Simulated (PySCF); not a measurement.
Mayer bond orders and bond lengths

C8H16P (charge +1).
Numbering: `[CH3:1]/[CH:2]=[CH:3]\[P@@H+:4]([CH3:5])[CH:6]1[CH2:7][CH2:8][CH2:9]1` (hydrogens: H10, H11, H12 on C1; H13 on C2; H14 on C3; H15 on P4; H16, H17, H18 on C5; H19 on C6; H20, H21 on C7; H22, H23 on C8; H24, H25 on C9)

Cartesian coordinates in Å at the GFN2-xTB level; atoms count from 1:
```
atom  x, y, z in Å
C1     2.2457    2.0560   -0.2447
C2     2.4959    1.0368    0.7937
C3     1.8806   -0.1387    0.9306
P4     0.5799   -0.7957   -0.0999
C5     0.7501   -2.5915   -0.1481
C6    -1.0890   -0.3589    0.4764
C7    -1.5357    1.1053    0.2922
C8    -2.8287    0.6013   -0.3683
C9    -2.2425   -0.8176   -0.4400
H10    1.4971    1.7382   -0.9681
H11    1.9146    2.9809    0.2278
H12    3.1750    2.2892   -0.7637
H13    3.2699    1.2886    1.5083
H14    2.1412   -0.8093    1.7420
H15    0.6820   -0.3478   -1.4005
H16    1.7276   -2.8591   -0.5506
H17   -0.0324   -3.0250   -0.7711
H18    0.6606   -2.9878    0.8649
H19   -1.1889   -0.7088    1.5082
H20   -1.6561    1.6750    1.2094
H21   -0.9061    1.6715   -0.3921
H22   -3.0764    1.0552   -1.3233
H23   -3.6921    0.6686    0.2875
H24   -2.8675   -1.6149   -0.0469
H25   -1.9158   -1.0870   -1.4448
```

Bond orders from the PBE0/pcSseg-1 density (PySCF). One conformer (not necessarily the lowest) at the GFN2-xTB geometry, without solvent, vibrations or thermal averaging.

Task: How far do the computed orders between heavy atoms stray from the drawn ones?

Result: The largest departure is 0.137, at C2–C3 (drawn double, 1.863).

Task: Give the Mayer order of every bond between heavy atoms, beside its length.

Result: 
| bond | drawn as | length (Å) | Mayer order |
| --- | --- | --- | --- |
| C1–C2 | single | 1.476 | 1.103 |
| C2–C3 | double | 1.334 | 1.863 |
| C3–P4 | single | 1.785 | 1.000 |
| P4–C5 | single | 1.804 | 1.078 |
| P4–C6 | single | 1.819 | 0.951 |
| C6–C7 | single | 1.542 | 0.970 |
| C7–C8 | single | 1.537 | 1.040 |
| C8–C9 | single | 1.537 | 1.040 |
| C9–C6 | single | 1.543 | 0.960 |

By pair of heavy elements: C–C: lowest C9–C6 (0.960, 1.543 Å), highest C2–C3 (1.863, 1.334 Å). C–P: lowest P4–C6 (0.951, 1.819 Å), highest P4–C5 (1.078, 1.804 Å); in 1 of the 3 pairs the longer bond (by over 0.003 Å) has the higher order (by 0.02 or more).

Task: And the bonds to hydrogen?

Result: C–H: 0.90 to 0.95 (15 bonds); H–P: 0.92 (1 bond).

Task: Sum the orders of all bonds at each heavy atom with more than one neighbour and set the sums beside the valence in the SMILES.

Result: C1 3.902 (drawn 4), C2 3.901 (drawn 4), C3 3.779 (drawn 4), P4 3.950 (drawn 4), C5 3.857 (drawn 4), C6 3.783 (drawn 4), C7 3.893 (drawn 4), C8 3.976 (drawn 4), C9 3.884 (drawn 4). Orders between atoms that aren't bonded are not in these sums.

Mayer orders depend on the basis set.
